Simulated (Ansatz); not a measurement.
Calculated with Ansatz (gas phase, PBE0-D4/def2-TZVP geometries, no zero-point term in ΔE). CCSD(T)/CBS adds triple-zeta CCSD(T) − MP2 to the extrapolated MP2 energy (def2 sets, frozen cores). This one scheme is used for every species. Functionals use def2-TZVPP. For Ge outer-core shells are correlated without core-valence functions, which leaves a few kJ/mol of doubt a bond. Scalar relativity is left out up to krypton. One conformer a species, not always the lowest.

Consider the substitution at a C–O bond: `OC(F)[O][GeH3]` + HCl → `OC(F)Cl` + `[OH][GeH3]`.

`OC(F)[O][GeH3]`:

Z-matrix (Å, degrees):
```
C
F 1 1.392
O 1 1.338 2 110.9
O 1 1.382 2 107.4 3 120.3
H 1 1.097 2 105.5 3 -119.1
Ge 3 1.814 1 119.5 2 79.2
H 4 0.962 1 108.9 2 47.4
H 6 1.532 3 109.8 1 -42.7
H 6 1.532 3 108.8 1 80.7
H 6 1.531 3 101.4 1 -161.5
```

HCl:

Cartesian coordinates in Å:
```
Cl -0.579 0.081 -0.260
H 0.579 -0.081 0.260
```

`OC(F)Cl`:

Z-matrix (Å, degrees):
```
C
F 1 1.357
Cl 1 1.794 2 106.8
O 1 1.346 2 111.5 3 -123.2
H 1 1.088 2 109.3 3 116.1
H 4 0.965 1 109.3 2 64.5
```

`[OH][GeH3]`:

```xyz
6

O     0.339    1.301   -0.273
Ge   -0.265   -0.328    0.126
H     1.253    1.295   -0.564
H    -1.715   -0.097    0.561
H     0.575   -0.935    1.266
H    -0.187   -1.236   -1.116
```

CCSD(T)/CBS gives +8.1 kcal/mol.

Question: Another level gave +7.4 kcal/mol. Which?
A. PBE/def2-TZVPP
B. r2SCAN-D4/def2-TZVPP
C. CCSD/def2-TZVPP
D. ωB97X-V/def2-TZVPP

Answer: B. r2SCAN-D4 7.4, PBE 5.1, CCSD/def2-TZVPP 9.7, ωB97X-V 8.6 kcal/mol.

Largest T1 diagnostic among the species: 0.012.

In def2-TZVPP, CCSD(T) changes the Hartree–Fock value by −0.9 kcal/mol (the triples alone add −0.4 kcal/mol) and MP2 by −2.0 kcal/mol. The D4 term adds +1.1 kcal/mol with B3LYP and +0.7 kcal/mol with PBE0; it sums over pairs of atoms, weighted by their polarisabilities, and B3LYP, whose exchange is more repulsive, gets the larger term. From PBE to PBE0 (25 % exact exchange), in def2-TZVPP and without D4, ΔE moves by +1.5 kcal/mol.

B3LYP here is the variant with VWN-RPA as its local correlation; programs differ in this.
